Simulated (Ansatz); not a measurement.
H$_{5}$InO$_{4}$ (`[OH][In-]([OH])([OH])[OH2+]`). Total charge 0; spin multiplicity 1. In takes the def2 core potential.

```xyz
10

O     1.598   -0.407    1.745
In    0.168    0.188    0.515
O    -1.727   -0.392    0.839
O     0.363    1.682   -0.798
O    -0.240   -1.334   -1.182
H     2.463   -0.086    1.479
H    -2.352    0.326    0.954
H     1.134    2.235   -0.658
H    -1.169   -1.376   -0.884
H    -0.237   -0.837   -2.008
```

**Question.** What are the harmonic wavenumbers in cm⁻¹ at PBE0-D4/def2-TZVP (Ansatz, finite differences of forces, unscaled)? (Best estimate.)

**Answer.** Ansatz gave: 51, 90, 114, 122, 164, 183, 218, 226, 285, 367, 560, 568, 582, 611, 730, 770, 784, 827, 1632, 3633, 3859, 3894, 3904, 3912.

**Question.** Is this a minimum?

**Answer.** Yes, all 24 modes are real.

**Question.** Give the ideal-gas thermochemistry at 298.15 K and 1 bar (rigid rotor, harmonic oscillator; point group C1, symmetry number 1).

**Answer.** Zero-point energy 168.0 kJ/mol; H(298) − E = 196.5 kJ/mol; entropy 409.2 J/(mol·K), of which translation 173.9, rotation 114.6, vibration 120.7; G(298) − E = 74.5 kJ/mol. Modes under 100 cm⁻¹ are hindered rotations or soft bends, so the harmonic entropy is rough.

**Question.** Rotational constants (cm⁻¹)?

**Answer.** 0.1009, 0.08364, 0.07078.
